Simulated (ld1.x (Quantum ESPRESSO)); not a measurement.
## u(r) = r·R(r): atom against pseudo-atom (I (Z = 53))

Columns: radius, all-electron u(r) and pseudo u(r) of the 5p shell (level -24.53 eV) of iodine in the configuration [Kr] 4d10 5s2 5p3; PBEsol, scalar-relativistic, PAW scheme, ld1.x (Quantum ESPRESSO) 7.5.

```tsv
r (bohr)	all-electron	pseudo
0.103	0.0647	-0.0071
0.205	-0.2373	-0.0277
0.308	-0.1360	-0.0613
0.410	0.1254	-0.1057
0.513	0.3207	-0.1601
0.615	0.3825	-0.2209
0.718	0.3312	-0.2871
0.820	0.2091	-0.3547
0.923	0.0519	-0.4229
1.025	-0.1108	-0.4879
1.128	-0.2656	-0.5494
1.230	-0.4007	-0.6046
1.332	-0.5140	-0.6529
1.435	-0.6055	-0.6941
1.538	-0.6752	-0.7272
1.640	-0.7243	-0.7518
1.743	-0.7564	-0.7685
1.845	-0.7729	-0.7769
1.948	-0.7768	-0.7775
2.050	-0.7701	-0.7701
2.153	-0.7547	-0.7547
2.255	-0.7327	-0.7327
2.358	-0.7052	-0.7052
2.460	-0.6742	-0.6742
2.562	-0.6406	-0.6406
2.665	-0.6050	-0.6050
```

**Question.** How many radial nodes do the two functions have?

**Answer.** The all-electron 5p function has n − l − 1 = 3; the pseudo-wave has 0, since the states of the same l below it are removed with the core.

**Question.** At about which radius was the pseudo-wave matched?

**Answer.** 2.05 bohr, where the columns begin to agree (steps of 0.10 bohr).

**Question.** Is the pseudo-wave norm-conserving?

**Answer.** No, it belongs to a PAW set: the norm inside the radius is not constrained, and the difference is carried by the augmentation charge.
